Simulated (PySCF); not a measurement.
difluoromethyl(fluoro)silane (CH3F3Si), SMILES F[SiH2]C(F)F. Geometry: PBE-D3(BJ)/def2-SVP. The values are those of a single conformer.

Computed equilibrium geometry at PBE-D3(BJ)/def2-SVP (PySCF confirms it by a frequency run) as a Z-matrix, and its point group (one conformer of several):
point group Cs.
```
Si
F 1 1.6357
H 1 1.4987 2 109.00
H 1 1.4987 3 112.29 2 -120.87
C 1 1.9252 3 108.80 4 -120.50
F 5 1.3748 1 109.83 3 -59.00
F 5 1.3748 6 108.61 1 120.13
H 5 1.1196 6 107.69 7 116.36
```
Charge 0, spin multiplicity 1.
